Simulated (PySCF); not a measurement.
Species: C2H4FSi (doublet state).
Numbering: `[CH2:1]=[CH:2][SiH:3][F:4]` (hydrogens: H5, H6 on C1; H7 on C2; H8 on Si3)

Geometry (GFN2-xTB, Å), atoms numbered from 1 in this order:
```xyz
8
C2H4FSi angstrom
C     -1.4084   -0.1870   -0.1382
C     -0.2773    0.3177    0.3688
Si     1.3928    0.2020   -0.3948
F      2.5404    0.4895    0.7219
H     -2.3648   -0.0229    0.3300
H     -1.4116   -0.8025   -1.0221
H     -0.3510    0.9416    1.2538
H      1.8889   -0.9289   -1.1440
```

The hyperfine couplings belong to this conformer and change with its torsions.

Method: UKS B3LYP, pcH-1 on C F H Si, non-relativistic, mean-field spin-orbit, GIAO (PySCF). Isolated species at its GFN2-xTB geometry (one conformer only). The geometry wasn't refined by DFT: couplings that depend on bond lengths, twists or pyramidal angles can differ widely from those at the functional's own minimum, by a factor of two or more for some ions and for spin on atoms past the first row. The SCF solution wasn't tested for stability.

Problem. Give the principal g shifts and their parts.

Solution. 
| Δg (ppm) | 1 | 2 | 3 |
| --- | --- | --- | --- |
| relativistic mass correction | -163 | -163 | -163 |
| gauge correction | 56 | 9 | 68 |
| orbital Zeeman/spin–orbit | -897 | 18 | 1396 |
| total | -1004 | -135 | 1301 |

So g = 2.00132, 2.00218, 2.00362 and g_iso = 2.00237; the tensor is rhombic: the two nearest values differ by 38 % of g3 − g1. Axes: g3 points within 7° of the C1–C2 bond.

Problem. At 9.308 GHz, how far is the centre of the isotropic spectrum from where a free electron (g = 2.002319) resonates?

Solution. B = hν/(g μB) with μB/h = 13.99624 MHz/mT gives 332.13 mT for the free electron and 332.12 mT at g_iso, the same within 0.01 mT.

Problem. What are the electron Larmor frequencies g μB B/h along the three axes at 330 mT?

Solution. 9.2436, 9.2476, 9.2542 GHz for g1, g2 and g3, a range of 10.6 MHz.

Problem. How much does each term add to the isotropic shift?

Solution. The orbital-Zeeman/spin–orbit term 172, the mass correction -163 and the gauge correction 44 ppm, for a total of 54 ppm. The mass correction is the same along every axis, so the anisotropy comes from the other two: their spans along these axes are 59 (gauge) and 2293 ppm (orbital Zeeman/spin–orbit).

Problem. In a frozen sample, at which fields do the three g values resonate at 9.5, 34, 94 and 263 GHz (hyperfine left aside), and which band first spreads them over more than twice a line width of 1.0 mT?

Solution. 
```tsv
band	GHz	B(g3) mT	B(g2) mT	B(g1) mT	spread mT
X	9.5	338.76	339.01	339.15	0.39
Q	34.0	1212.42	1213.29	1213.81	1.40
W	94.0	3351.98	3354.38	3355.84	3.86
J	263.0	9378.40	9385.13	9389.20	10.80
```

The spread grows in proportion to the frequency. W band is the first where it exceeds 2.0 mT.

The largest Mulliken spin populations are on Si3 (+0.82), C1 (+0.22) and C2 (-0.09). The positive populations add up to 1.11 and the negative ones to -0.11, together 2S = 1. The angles at Si3 add up to 339.9°, so it is pyramidal.

The HOMO–LUMO gaps are 4.52 eV among the α and 5.68 eV among the β orbitals.
